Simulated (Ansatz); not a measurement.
Cost and result up the ladder for ZnCl₂ (3 atoms). The state is a singlet with charge 0. Geometry: PBE-D4/def2-TZVP.

Cartesian coordinates in Å:
```
Zn 0.0003 0.0008 0.0003
Cl -1.0594 0.9978 -1.5003
Cl 1.0591 -0.9986 1.5000
```

Ansatz on 4 threads of Arm Neoverse N1 on a shared host. Times are rough, and most runs start from the orbitals of an earlier one. r2SCAN0-D4/def2-TZVP serves as the yardstick here, not as an exact answer. Differences are given only for rows in sets of like size (and for xTB, whose basis is part of the method), since another set adds its own error. Binding counts from free atoms at the same level (Zn singlet, Cl doublet; other spins of the atoms weren't run), without zero-point energy or a counterpoise term.

The 6-31G sets use Cartesian d functions. LC-ωPBE has ω = 0.4 bohr⁻¹. B3LYP takes the VWN-RPA correlation. Correlated methods freeze 19 core orbitals.

Correlated methods converge slowly with the basis.

| level | functions | wall time | binding energy per atom (eV) | difference from r2SCAN0-D4/def2-TZVP (eV) |
| --- | --- | --- | --- | --- |
| HF/6-31G | 55 | 0.35 s | 1.61 | – |
| B3LYP-D4/6-31G | 55 | 0.9 s | 2.11 | – |
| HF/def2-TZVP | 122 | 1.1 s | 1.74 | -0.53 |
| MP2/def2-TZVP | 122 | 1.1 s | 2.33 | 0.06 |
| PBE-D4/def2-TZVP | 122 | 1.2 s | 2.23 | -0.04 |
| B3LYP-D4/def2-TZVP | 122 | 1.6 s | 2.10 | -0.18 |
| LC-ωPBE/def2-TZVP | 122 | 1.6 s | 2.30 | 0.03 |
| RPA@PBE/def2-TZVP | 122 | 2.1 s | 1.90 | -0.37 |
| PBE0-D4/def2-TZVP | 122 | 2.2 s | 2.25 | -0.03 |
| B2PLYP/def2-TZVP | 122 | 2.8 s | 2.15 | -0.12 |
| r2SCAN-D4/def2-TZVP | 122 | 2.9 s | 2.31 | 0.03 |
| PBE-QIDH/def2-TZVP | 122 | 3.1 s | 2.31 | 0.04 |
| r2SCAN0-D4/def2-TZVP | 122 | 3.5 s | 2.27 | 0.00 |
| B97M-V/def2-TZVP (with forces) | 122 | 4.8 s | 2.25 | -0.02 |
